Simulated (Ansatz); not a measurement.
`CB1N[SiH2]1` and `SB1N[SiH2]1` differ in one atom or group.

Ansatz, PBE0-D4/def2-TZVP geometries, multiplicity 1. Each molecule was computed in one conformer, which needn't be the lowest.

| property | `CB1N[SiH2]1` |
| --- | --- |
| size of the dipole moment (B3LYP/def2-TZVPP) / D | 1.12 |
| LUMO energy (ωB97M-V/def2-TZVPP) / eV | 1.58 |
| LUMO energy (PBE0/def2-TZVPP) / eV | -0.04 |
| HOMO energy (PBE/def2-TZVPP) / eV | -5.69 |
| ideal-gas entropy at 298 K and 1 bar (rigid rotor, harmonic PBE0-D4/def2-TZVP) / J/(mol·K) | 310 |
| size of the dipole moment (ωB97M-V/def2-TZVPP) / D | 1.16 |

Task: What does the change do to each property? (An estimate is asked.)

Result: Ansatz gave: 
```csv
property,`SB1N[SiH2]1`,shift
size of the dipole moment (B3LYP/def2-TZVPP) / D,1.88,0.76
LUMO energy (ωB97M-V/def2-TZVPP) / eV,1.35,-0.23
LUMO energy (PBE0/def2-TZVPP) / eV,-0.33,-0.29
HOMO energy (PBE/def2-TZVPP) / eV,-6.14,-0.45
"ideal-gas entropy at 298 K and 1 bar (rigid rotor, harmonic PBE0-D4/def2-TZVP) / J/(mol·K)",308,-2
size of the dipole moment (ωB97M-V/def2-TZVPP) / D,1.91,0.75
```

With PBE0 the HOMO falls by 0.48 eV and the LUMO falls by 0.29 eV, so the gap widens by about 0.19 eV. PBE moves the HOMO by -0.45 eV and ωB97M-V by -0.48 eV. The zero-point energy changes by -69.9 kJ/mol with -6 modes. Dipoles are sizes alone; their direction can turn.

B3LYP here is the variant with VWN-RPA as its local correlation; programs differ in this.
